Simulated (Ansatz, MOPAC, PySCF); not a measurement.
Noncovalent pair: HCl (SMILES Cl) (first 2 atoms) with CH6Si (SMILES C[SiH3]); geometry from B3LYP-D3(BJ)/def2-TZVP, rigid monomers moved along the line of their centres of mass till H2···H9 is 2.15 Å.
(charge 0, multiplicity 1):
```xyz
10

Cl     0.044    -0.224    -0.152
H     -0.370    -0.720     0.963
C      0.818     0.832     3.740
Si    -0.436    -0.480     4.201
H      1.141     1.381     4.626
H      0.394     1.546     3.032
H      1.698     0.385     3.276
H      0.136    -1.469     5.144
H     -0.868    -1.229     2.986
H     -1.650     0.118     4.803
```

Interaction energies are E(AB) − E(A) − E(B) at the monomers' geometry in the complex; basis-set methods are counterpoise corrected. Rows marked so take none.

Rows in 6-31G* carry no dispersion term and start afresh at each structure (6-31G* with six Cartesian d functions). The state reached by PM7 isn't checked; PM7 holds dispersion and hydrogen-bond terms.

Codes used: Ansatz (Gaussian basis) for Hartree–Fock, density functionals and correlated methods; MOPAC for PM7 (differences of heats of formation); PySCF for 6-31G* rows, the dispersion terms. 

Task: One of these levels gives -0.98 kcal/mol for the interaction energy. Name it.
A. r2SCAN-D4/def2-TZVPPD
B. PM7
C. PBE-D3(BJ)/def2-TZVPPD
D. HF/6-31G* (no counterpoise)

Result: B, PM7. The others give -0.31 (HF/6-31G* (no counterpoise)), -2.36 (PBE-D3(BJ)/def2-TZVPPD), -1.81 (r2SCAN-D4/def2-TZVPPD)

Ansatz is a program for electronic structure.
